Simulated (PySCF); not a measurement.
C4H7O, doublet, geometry from GFN2-xTB, with bond 8-2 at 1.3 times its length; PySCF with B3LYP/6-31G.

PySCF was given this input:
```python
from pyscf import gto, scf, dft

mol = gto.Mole()
mol.atom = '''
    C     0.396151   -1.174350   -0.084888
    C     1.240978   -0.032108    0.326620
    C     0.194192    1.084667    0.468207
    O    -0.887678    0.728507   -0.370763
    C    -0.958897   -0.684026   -0.414391
    H     0.714748   -2.191014   -0.177268
    H     1.789177   -0.209311    1.255893
    H     2.207215    0.293962   -0.674483
    H     0.548553    2.065418    0.148850
    H    -0.148256    1.150240    1.512206
    H    -1.307590   -0.976372   -1.414353
    H    -1.713993   -1.050833    0.310948
'''
mol.basis = '6-31g'
mol.charge = 0
mol.spin = 1
mol.verbose = 4
mol.build()

mf = dft.UKS(mol)
mf.xc = 'b3lyp'
mf.conv_tol_grad = 1e-3
mf.kernel()
```

The log (banner, timings and long lists left out):

```
PySCF version 2.14.0

[INPUT] verbose = 4
[INPUT] num. atoms = 12
[INPUT] num. electrons = 39
[INPUT] charge = 0
[INPUT] spin (= nelec alpha-beta = 2S) = 1
[INPUT] symmetry False subgroup None
[INPUT] Mole.unit = angstrom
[INPUT] Symbol           X                Y                Z      unit          X                Y                Z       unit  Magmom
[INPUT]  1 C      0.396151000000  -1.174350000000  -0.084888000000 AA    0.748616893973  -2.219199874383  -0.160415071262 Bohr   0.0
[INPUT]  2 C      1.240978000000  -0.032108000000   0.326620000000 AA    2.345108546611  -0.060675326408   0.617222346805 Bohr   0.0
[INPUT]  3 C      0.194192000000   1.084667000000   0.468207000000 AA    0.366969695582   2.049723566354   0.884782999604 Bohr   0.0
[INPUT]  4 O     -0.887678000000   0.728507000000  -0.370763000000 AA   -1.677468306802   1.376678709829  -0.700640527122 Bohr   0.0
[INPUT]  5 C     -0.958897000000  -0.684026000000  -0.414391000000 AA   -1.812052711667  -1.292621802082  -0.783085498485 Bohr   0.0
[INPUT]  6 H      0.714748000000  -2.191014000000  -0.177268000000 AA    1.350677968081  -4.140416395088  -0.334987970649 Bohr   0.0
[INPUT]  7 H      1.789177000000  -0.209311000000   1.255893000000 AA    3.381054518371  -0.395540464859   2.373293811758 Bohr   0.0
[INPUT]  8 H      2.207215000000   0.293962000000  -0.674483000000 AA    4.171031848032   0.555507671029  -1.274588145675 Bohr   0.0
[INPUT]  9 H      0.548553000000   2.065418000000   0.148850000000 AA    1.036614934809   3.903074352747   0.281285733642 Bohr   0.0
[INPUT] 10 H     -0.148256000000   1.150240000000   1.512206000000 AA   -0.280163236324   2.173638577520   2.857655183924 Bohr   0.0
[INPUT] 11 H     -1.307590000000  -0.976372000000  -1.414353000000 AA   -2.470986983220  -1.845075675694  -2.672739813457 Bohr   0.0
[INPUT] 12 H     -1.713993000000  -1.050833000000   0.310948000000 AA   -3.238977349422  -1.985786572655   0.587606558981 Bohr   0.0

nuclear repulsion = 181.114994325808
number of shells = 39
number of NR pGTOs = 138
number of NR cGTOs = 59
basis = 6-31g
ecp = {}

******** <class 'pyscf.dft.uks.UKS'> ********
method = UKS
initial guess = minao
damping factor = 0
level_shift factor = 0
DIIS = <class 'pyscf.scf.diis.CDIIS'>
diis_start_cycle = 1
diis_space = 8
diis_damp = 0
SCF conv_tol = 1e-09
SCF conv_tol_grad = 0.001
SCF max_cycles = 50
direct_scf = True
direct_scf_tol = 1e-13
number electrons alpha = 20  beta = 19
XC library pyscf.dft.libxc version 7.1.2
    S. Lehtola, C. Steigemann, M. J. T. Oliveira, and M. A. L. Marques,  SoftwareX 7, 1–5 (2018)
XC functionals = b3lyp
    P. J. Stephens, F. J. Devlin, C. F. Chabalowski, and M. J. Frisch,  J. Phys. Chem. 98, 11623 (1994)
radial grids:
    Treutler-Ahlrichs [JCP 102, 346 (1995); DOI:10.1063/1.469408] (M4) radial grids

becke partition: Becke, JCP 88, 2547 (1988); DOI:10.1063/1.454033
pruning grids: <function nwchem_prune>
grids dens level: 3
symmetrized grids: False
atomic radii adjust function: <function treutler_atomic_radii_adjust>
small_rho_cutoff = 0
tot grids = 139216
init E= -232.223260619297

cycle= 1 E= -231.609304316858  delta_E= 0.614  |g|= 0.399  |ddm|= 2.24
cycle= 2 E= -231.516354781585  delta_E= 0.0929  |g|= 0.643  |ddm|= 1.21
cycle= 3 E= -231.679600650634  delta_E= -0.163  |g|= 0.041  |ddm|= 0.785
cycle= 4 E= -231.6802218771  delta_E= -0.000621  |g|= 0.0265  |ddm|= 0.0782
cycle= 5 E= -231.680648681254  delta_E= -0.000427  |g|= 0.0033  |ddm|= 0.0314
cycle= 6 E= -231.680659104518  delta_E= -1.04e-05  |g|= 0.00244  |ddm|= 0.00706
cycle= 7 E= -231.680663330218  delta_E= -4.23e-06  |g|= 0.000628  |ddm|= 0.00351
cycle= 8 E= -231.680663840395  delta_E= -5.1e-07  |g|= 0.000149  |ddm|= 0.0015
cycle= 9 E= -231.680663892945  delta_E= -5.25e-08  |g|= 0.000105  |ddm|= 0.000539
cycle= 10 E= -231.680663905462  delta_E= -1.25e-08  |g|= 3.51e-05  |ddm|= 0.00024
cycle= 11 E= -231.680663907842  delta_E= -2.38e-09  |g|= 1.04e-05  |ddm|= 0.000129
cycle= 12 E= -231.680663907933  delta_E= -9.1e-11  |g|= 7.42e-06  |ddm|= 2.76e-05
Extra cycle  E= -231.680663907919  delta_E= 1.4e-11  |g|= 1.1e-05  |ddm|= 1.92e-05
converged SCF energy = -231.680663907919  <S^2> = 0.75769328  2S+1 = 2.0076785
```
